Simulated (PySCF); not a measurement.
**Excitation energy of W+ by level of theory**

W+ [Xe] 4f14 5d4 6s1 (6D) → W+ [Xe] 4f14 5d3 6s2 (4F), as a difference of total energies. Computed with PySCF 2.14 in x2c-TZVPPall with one added diffuse shell each of s, p, d, f type (12s8p8d4f1g, 113 functions), with scalar relativity by spin-free X2C-1e. Correlated levels: valence: [Xe] 4f14 frozen. The calculations carry no spin-orbit coupling.

```csv
method,excitation energy (cm⁻¹)
UHF,19936
LDA,13615
PBE,14572
PBE0,15878
r2SCAN,17533
MP2 (valence),18151
SCS-MP2 (valence),13741
```

A first-order spin-orbit estimate (lowest level to lowest level, LS coupling) adds -0.246 eV.
